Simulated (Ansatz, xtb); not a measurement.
A geometry optimisation of CHB2Si with r2SCAN-D4/def2-SVP

The starting geometry of this gas-phase doublet was built from a drawn formula by distance geometry and a force field; its bonds are those of `B1=CB=[Si]1`.

```xyz
5

C    -1.2244    0.8514    0.2761
B    -0.5479    1.5185    1.4569
B    -2.0488   -0.4020    0.8168
Si   -1.5149    0.0036    2.5285
H    -1.0470    1.3650   -0.6644
```

Q: Where would you expect an optimisation with r2SCAN-D4/def2-SVP to take it?

A: A new bond forms, giving a structure given below by its coordinates. Contacts that close: B2–B3 (2.52 → 1.73 Å).

The energy falls by 2.63 eV over 8 steps:

```tsv
step	E − E(last) (eV)
1	2.630
2	2.147
3	0.932
4	0.493
5	0.093
6	0.003
7	0.000
8	0.000
```

Final geometry (Å):

```yaml
atoms:
  - { symbol: C, position_ang: [-1.1866, 0.9662, 0.0922] }
  - { symbol: B, position_ang: [-0.7923, 1.1751, 1.4884] }
  - { symbol: B, position_ang: [-1.8310, -0.0753, 0.8974] }
  - { symbol: Si, position_ang: [-1.5021, -0.0788, 2.8577] }
  - { symbol: H, position_ang: [-1.0709, 1.3494, -0.9218] }
```

From the same start GFN2-xTB reaches the same bonding as this run.

The end wasn't checked by frequencies. Open shells are spin-unrestricted. Run with Ansatz 0.2.0, 32 s on 1 thread of Intel(R) Xeon(R) 6975P-C (Granite Rapids) (shared host).
